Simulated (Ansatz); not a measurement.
CH9GeNSi can be A, `C[SiH](N)[GeH3]`, or B, `C[N]([SiH3])[GeH3]`.

Isolated molecules relaxed with PBE0-D4/def2-TZVP in Ansatz; ΔE leaves out vibrations. CCSD(T)/CBS is the MP2 limit (def2-TZVPP, def2-QZVPP) plus CCSD(T) − MP2 in def2-TZVPP, frozen cores. DFT in def2-TZVPP. B3LYP here is the variant with VWN-RPA as its local correlation; programs differ in this. For Ge outer-core shells are correlated without core-valence functions, which leaves a few kJ/mol of doubt a bond. Scalar relativity is left out up to krypton. Each species was taken in one conformer, which may not be the lowest.

Problem. Which is lower in electronic energy at CCSD(T)/CBS, and by how much? (Estimate.)

Solution. The calculation gave: A, by 90.6 kJ/mol.

Problem. Give E(B) − E(A) in kJ/mol with HF/def2-TZVPP, CCSD(T)/def2-SVP, r2SCAN-D4, LDA (SPW92), PBE-D4, PBE0-D4, B3LYP-D4. (An estimate is asked.)

Solution. Computed: HF/def2-TZVPP 72.0, CCSD(T)/def2-SVP 56.2, r2SCAN-D4 102.3, LDA (SPW92) 103.2, PBE-D4 105.1, PBE0-D4 102.1, B3LYP-D4 90.7. None reverses the order clearly.

Problem. Does the order hold for the free energy at 298.15 K (harmonic terms from PBE0-D4)? (Estimate.)

Solution. The calculation gave: Yes: G(B) − G(A) = +85.6 kJ/mol, for one conformer each.

Largest T1 diagnostic: 0.011.

In def2-TZVPP, CCSD(T) changes the Hartree–Fock value by +11.5 kJ/mol (the triples alone add +0.3 kJ/mol) and MP2 by +10.3 kJ/mol. At CCSD(T), def2-SVP lies −34.4 kJ/mol from the extrapolated value and def2-TZVPP −7.1 kJ/mol.
